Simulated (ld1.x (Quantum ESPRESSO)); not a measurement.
## u(r) = r·R(r): atom against pseudo-atom (Li (Z = 3))

Columns: radius, all-electron u(r) and pseudo u(r) of the 2p shell (level -1.09 eV) of lithium in the configuration 1s2 2s1 2p0; PBE, scalar-relativistic, ultrasoft scheme, ld1.x (Quantum ESPRESSO) 7.5.

```json
{"r (bohr)": "0.217", "all-electron": "0.0164", "pseudo": "0.0051"}
{"r (bohr)": "0.435", "all-electron": "0.0508", "pseudo": "0.0200"}
{"r (bohr)": "0.652", "all-electron": "0.0912", "pseudo": "0.0439"}
{"r (bohr)": "0.870", "all-electron": "0.1330", "pseudo": "0.0756"}
{"r (bohr)": "1.088", "all-electron": "0.1736", "pseudo": "0.1133"}
{"r (bohr)": "1.305", "all-electron": "0.2119", "pseudo": "0.1546"}
{"r (bohr)": "1.522", "all-electron": "0.2470", "pseudo": "0.1977"}
{"r (bohr)": "1.740", "all-electron": "0.2790", "pseudo": "0.2408"}
{"r (bohr)": "1.957", "all-electron": "0.3088", "pseudo": "0.2816"}
{"r (bohr)": "2.175", "all-electron": "0.3366", "pseudo": "0.3189"}
{"r (bohr)": "2.392", "all-electron": "0.3610", "pseudo": "0.3512"}
{"r (bohr)": "2.610", "all-electron": "0.3820", "pseudo": "0.3782"}
{"r (bohr)": "2.827", "all-electron": "0.3992", "pseudo": "0.3994"}
{"r (bohr)": "3.045", "all-electron": "0.4128", "pseudo": "0.4150"}
{"r (bohr)": "3.262", "all-electron": "0.4227", "pseudo": "0.4254"}
{"r (bohr)": "3.480", "all-electron": "0.4293", "pseudo": "0.4315"}
{"r (bohr)": "3.697", "all-electron": "0.4326", "pseudo": "0.4340"}
{"r (bohr)": "3.915", "all-electron": "0.4330", "pseudo": "0.4336"}
{"r (bohr)": "4.132", "all-electron": "0.4308", "pseudo": "0.4310"}
{"r (bohr)": "4.350", "all-electron": "0.4264", "pseudo": "0.4264"}
{"r (bohr)": "4.567", "all-electron": "0.4201", "pseudo": "0.4201"}
{"r (bohr)": "4.785", "all-electron": "0.4122", "pseudo": "0.4122"}
{"r (bohr)": "5.002", "all-electron": "0.4030", "pseudo": "0.4030"}
{"r (bohr)": "5.220", "all-electron": "0.3929", "pseudo": "0.3929"}
{"r (bohr)": "5.437", "all-electron": "0.3820", "pseudo": "0.3820"}
{"r (bohr)": "5.655", "all-electron": "0.3705", "pseudo": "0.3705"}
```

**Question.** How many radial nodes do the two functions have?

**Answer.** The all-electron 2p function has n − l − 1 = 0; the pseudo-wave has 0.

**Question.** At about which radius was the pseudo-wave matched?

**Answer.** 4.35 bohr, where the columns begin to agree (steps of 0.22 bohr).

**Question.** Is the pseudo-wave norm-conserving?

**Answer.** No, it belongs to an ultrasoft set: the norm inside the radius is not constrained, and the difference is carried by the augmentation charge.
